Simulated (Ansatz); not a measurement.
`[CH3][In]([Cl])[Cl]` and `[Cl][In]([Cl])[Br]` differ in one atom or group.

Ansatz, PBE0-D4/def2-TZVP geometries, multiplicity 1. 

Elements past krypton have def2 core potentials. Scalar relativity is left out up to krypton.

```json
{"property": "HOMO energy (B3LYP/def2-TZVPP) / eV", "`[CH3][In]([Cl])[Cl]`": "-8.27"}
{"property": "HOMO energy (ωB97M-V/def2-TZVPP) / eV", "`[CH3][In]([Cl])[Cl]`": "-10.69"}
{"property": "HOMO energy (PBE0/def2-TZVPP) / eV", "`[CH3][In]([Cl])[Cl]`": "-8.53"}
{"property": "LUMO energy (ωB97M-V/def2-TZVPP) / eV", "`[CH3][In]([Cl])[Cl]`": "0.05"}
{"property": "HOMO–LUMO gap (B3LYP/def2-TZVPP) / eV", "`[CH3][In]([Cl])[Cl]`": "6.33"}
{"property": "HOMO–LUMO gap (PBE0/def2-TZVPP) / eV", "`[CH3][In]([Cl])[Cl]`": "6.90"}
```

Task: What does the change do to each property? (An estimate is asked.)

Result: The calculation gave: 
```tsv
property	`[Cl][In]([Cl])[Br]`	shift
HOMO energy (B3LYP/def2-TZVPP) / eV	-8.69	-0.42
HOMO energy (ωB97M-V/def2-TZVPP) / eV	-11.19	-0.50
HOMO energy (PBE0/def2-TZVPP) / eV	-8.98	-0.45
LUMO energy (ωB97M-V/def2-TZVPP) / eV	-0.97	-1.02
HOMO–LUMO gap (B3LYP/def2-TZVPP) / eV	5.47	-0.86
HOMO–LUMO gap (PBE0/def2-TZVPP) / eV	6.06	-0.84
```

With PBE0 the HOMO falls by 0.45 eV and the LUMO falls by 1.30 eV, so the gap narrows by about 0.85 eV. PBE moves the HOMO by -0.43 eV and ωB97M-V by -0.50 eV.

B3LYP here is the variant with VWN-RPA as its local correlation; programs differ in this.

Spin–orbit coupling is left out; it splits and shifts lone-pair levels of the heavy atoms by tenths of an eV.
